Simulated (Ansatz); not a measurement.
C$_{3}$H$_{8}$O$_{2}$, charge +3, doublet (typed; the unrestricted solution is spin-contaminated), at a GFN2-xTB geometry of the parent state (a state made from the parent by changing its charge; the spin is typed, not shown lowest); Ansatz (an electronic-structure program) with PBE0/6-31G.

The Ansatz input:
Ansatz 0.2 input:
```yaml
crystal:
  periodic: [false, false, false]
  atoms:
    - {symbol: C, position_ang: [1.81426179, 0.09406184, 0.39240456]}
    - {symbol: C, position_ang: [0.44933079, 0.41970845, -0.12989931]}
    - {symbol: O, position_ang: [-0.26653974, 1.33745720, 0.54478004]}
    - {symbol: C, position_ang: [-0.47729955, -1.00567937, -0.14957349]}
    - {symbol: O, position_ang: [-1.60068711, -0.83176109, -0.84307436]}
    - {symbol: H, position_ang: [2.43337789, 0.99299772, 0.30055944]}
    - {symbol: H, position_ang: [1.80659021, -0.18341774, 1.44661806]}
    - {symbol: H, position_ang: [2.29308471, -0.69394527, -0.18094597]}
    - {symbol: H, position_ang: [0.42551817, 0.67055383, -1.20030474]}
    - {symbol: H, position_ang: [0.04101484, 1.49507836, 1.45425721]}
    - {symbol: H, position_ang: [0.16087263, -1.72346247, -0.67132052]}
    - {symbol: H, position_ang: [-0.60421294, -1.22951919, 0.91565746]}
    - {symbol: H, position_ang: [-2.33618881, -0.42239982, -0.35575692]}
basis:
  gaussian:
    orbitals: 6-31G
hamiltonian:
  xc: pbe0
total_charge: 3
magnetization: {spin_polarized: true, initial_magnetization: 1}
```

Question: What does Ansatz print? Leave out banner, timings and long lists.

Answer: 
```
Functional definition: PBE0
787 factors; integrals over basis functions are off by at most 2.4e-4 eV
mean field evaluation 1: about -7244.1333 eV, gradient 8.2e1 eV
mean field evaluation 2: about -6996.8981 eV, gradient 1.9e2 eV
mean field evaluation 4: about -7236.2384 eV, gradient 8.1e1 eV
mean field evaluation 8: about -7274.5400 eV, gradient 5.2e0 eV
mean field evaluation 16: about -7274.8018 eV, gradient 2.1e-1 eV
mean field evaluation 32: about -7274.9537 eV, gradient 2.3e-5 eV
mean field evaluation 64: about -7274.9403 eV, gradient 3.7e-3 eV
mean field evaluation 96: about -7274.1602 eV, gradient 4.5e0 eV
mean field -7274.95449120 eV, -267.3496464103 hartree, gradient 1.0e-5 eV, S^2 1.199719; 15 other end points of the search recorded, 0 dependent functions left out
reference -7274.95450781 eV, -267.3496470207 hartree; 20, 19 occupied and 41, 42 virtual orbitals, 787 factors
Total energy: -7274.95450781 eV, -267.3496470207 hartree
```
